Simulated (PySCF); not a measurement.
**Basis and Hamiltonian dependence of the excitation energy of W²⁺**

W²⁺ [Xe] 4f14 5d4 (5D) → W²⁺ [Xe] 4f14 5d3 6s1, s spin flipped. All values are computed (PySCF 2.14, energy differences of UHF-based or UKS calculations, no spin-orbit coupling). Values in eV.

| basis | Hamiltonian | functions | UHF | PBE | PBE0 | MP2 (valence) |
| --- | --- | --- | --- | --- | --- | --- |
| def2-TZVPPD with the def2 core potential (60 electrons) | ECP | 59 | 2.830 | 2.626 | 2.743 | 2.592 |
| x2c-TZVPPall | spin-free X2C | 97 | 2.840 | 2.491 | 2.658 | 2.992 |
| ANO-RCC-VTZP | spin-free X2C | 104 | 2.880 | 2.479 | 2.661 | 2.674 |
| aug-cc-pVTZ-PP with one added diffuse shell each of s, p, d, f, g type with ECP60MDF | ECP | 113 | 2.850 | 2.652 | 2.767 | 2.577 |
| aug-cc-pwCVTZ-PP with ECP60MDF | ECP | 122 | 2.842 | 2.648 | 2.763 | 2.575 |

Frozen in the all-electron rows: valence: [Xe] 4f14; with a core potential, the same shells as far as they lie outside it.

At MP2 (valence), x2c-TZVPPall lies more than 0.3 eV from the median of the rows with comparable relativity. Of these, x2c-TZVPPall has no diffuse functions of the l that the added or promoted electron needs.

In the upper determinant the s electron has its spin opposite to the other open shell, which mixes two multiplicities.
